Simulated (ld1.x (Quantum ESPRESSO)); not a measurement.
**Reading a pseudo-wave (oxygen)**

Columns: radius, all-electron u(r) and pseudo u(r) of the 2s shell (level -23.83 eV) of oxygen in the configuration [He] 2s2 2p4; Wu–Cohen, scalar-relativistic, RRKJ scheme, ld1.x (Quantum ESPRESSO) 7.5.

```tsv
r (bohr)	all-electron	pseudo
0.053	0.3446	-0.0532
0.105	0.4215	-0.1064
0.158	0.3544	-0.1625
0.210	0.2161	-0.2205
0.262	0.0479	-0.2826
0.315	-0.1291	-0.3518
0.368	-0.2969	-0.4282
0.420	-0.4451	-0.5106
0.473	-0.5759	-0.6004
0.525	-0.6833	-0.6893
0.578	-0.7720	-0.7726
0.630	-0.8400	-0.8400
0.683	-0.8915	-0.8915
0.735	-0.9266	-0.9266
0.788	-0.9489	-0.9489
0.840	-0.9593	-0.9593
0.893	-0.9603	-0.9603
0.945	-0.9533	-0.9533
0.998	-0.9396	-0.9396
1.050	-0.9209	-0.9209
1.102	-0.8983	-0.8983
1.155	-0.8719	-0.8719
1.208	-0.8432	-0.8432
1.260	-0.8133	-0.8133
1.313	-0.7818	-0.7818
1.365	-0.7502	-0.7502
```

How many radial nodes do the two functions have?

The all-electron 2s function has n − l − 1 = 1; the pseudo-wave has 0, since the states of the same l below it are removed with the core.

At about which radius was the pseudo-wave matched?

0.65 bohr, where the columns begin to agree (steps of 0.05 bohr).

Is the pseudo-wave norm-conserving?

Yes: the RRKJ scheme keeps the norm inside the radius equal to the all-electron one, which fixes the energy derivative of the logarithmic derivative at the level.
